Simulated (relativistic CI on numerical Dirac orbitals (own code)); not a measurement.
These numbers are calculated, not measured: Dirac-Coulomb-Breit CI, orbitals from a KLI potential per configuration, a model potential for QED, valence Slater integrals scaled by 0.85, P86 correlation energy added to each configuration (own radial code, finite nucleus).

Configuration list (outside the closed core 1s2): 2s², 2s2p, 2p², 2p3s, 2s3s, 2p3p, 2s3p, 2s3d, 2s4s, 2s4p, 2s4d, 2s4f, 2s5s, 2s5p, 2s5d, 2s5f, 2s5g, 3s², 3s3p, 3p². Levels of other configurations are missing.

Correlation outside the listed configurations is missing or only estimated: errors of thousands of cm⁻¹ between configurations and terms are usual at this charge. Rates and lifetimes follow the computed energies and can be off by large factors. The fine structure of a lone outer electron comes out too small, for d and f at times inverted, and misplaced configurations move strength between like terms. 58 of the 69 excited levels that our extract of the measured tables holds in this range could be paired (the sources list more); they are missed by 1088 cm⁻¹ on average and 4802 at most, and levels without a partner can miss by more.

Outline of the computed level scheme of C III. Lowest level of each configuration: 2s² ¹S0 at 0.0000 eV; 2s2p ³P°0 at 6.5384 eV; 2p² ³P0 at 17.2050 eV; 2s3s ³S1 at 29.4357 eV; 2s3p ³P°0 at 32.1775 eV; 2s3d ³D1 at 33.4029 eV; 2p3s ³P°0 at 38.3008 eV; 2s4s ³S1 at 38.4259 eV; 2s4p ³P°0 at 39.4642 eV.

Some strong electric-dipole decays among the lowest 30 levels: 2s3d ³D3 → 2s2p ³P°2 (1.1e+10 s⁻¹); 2s3d ³D2 → 2s2p ³P°1 (8.1e+09 s⁻¹); 2s3d ¹D2 → 2s2p ¹P°1 (7.5e+09 s⁻¹); 2s3d ³D1 → 2s2p ³P°0 (6.0e+09 s⁻¹); 2s3d ³D1 → 2s2p ³P°1 (4.5e+09 s⁻¹); 2s3p ¹P°1 → 2s² ¹S0 (4.2e+09 s⁻¹); 2p² ¹S0 → 2s2p ¹P°1 (2.8e+09 s⁻¹); 2s3d ³D2 → 2s2p ³P°2 (2.7e+09 s⁻¹).

Rates of lines that live on the mixing of spin multiplicities can be off by large factors.
